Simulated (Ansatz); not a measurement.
The cluster TiO₃H₂, relaxed as a singlet with RKS PBE0-D4/def2-SVP in Ansatz, starting from the GFN2-xTB geometry. Force threshold 0.02 eV/Å.

The structure holds one bond between oxygen atoms, so isomers without such links may lie far lower. No other spin state of charge 0 was run. Another isomer (singlet) lies 0.80 eV lower at PBE0-D4/def2-TZVP; other spin states weren't run for this one.

Start:

| atom | x (Å) | y (Å) | z (Å) |
| --- | --- | --- | --- |
| Ti1 | -0.057 | -0.634 | -0.304 |
| O2 | -0.207 | 0.148 | 1.306 |
| O3 | 0.748 | 0.928 | 0.557 |
| O4 | -1.034 | -0.047 | -1.417 |
| H5 | 0.302 | -2.155 | -0.555 |
| H6 | 0.248 | 1.760 | 0.413 |

```json
{"step": "1", "energy (eV)": "-29267.8194", "largest force component (eV/Å)": "2.575", "SCF passes": "28"}
{"step": "2", "energy (eV)": "-29268.1504", "largest force component (eV/Å)": "1.189", "SCF passes": "35"}
{"step": "3", "energy (eV)": "-29268.1969", "largest force component (eV/Å)": "0.177", "SCF passes": "35"}
{"step": "4", "energy (eV)": "-29268.2008", "largest force component (eV/Å)": "0.050", "SCF passes": "35"}
{"step": "5", "energy (eV)": "-29268.2019", "largest force component (eV/Å)": "0.052", "SCF passes": "36"}
{"step": "6", "energy (eV)": "-29268.2024", "largest force component (eV/Å)": "0.020", "SCF passes": "36"}
{"step": "7", "energy (eV)": "-29268.2024", "largest force component (eV/Å)": "0.006", "SCF passes": "28"}
```

Force components are those of the run's own axes.

End:

```xyz
6

Ti   -0.100   -0.609   -0.377
O    -0.304    0.252    1.311
O     0.772    0.944    0.644
O    -1.175   -0.164   -1.446
H     0.401   -2.254   -0.614
H     0.406    1.830    0.482
```

By distances, no bond broke or formed. The bond that changes most is Ti1–H5, from 1.58 to 1.74 Å (atoms count from 1).

No frequencies were taken in this run, so the end may be a saddle point.

Hardware: 4 threads of Arm Neoverse V2 on a shared host. Wall time 8 s.
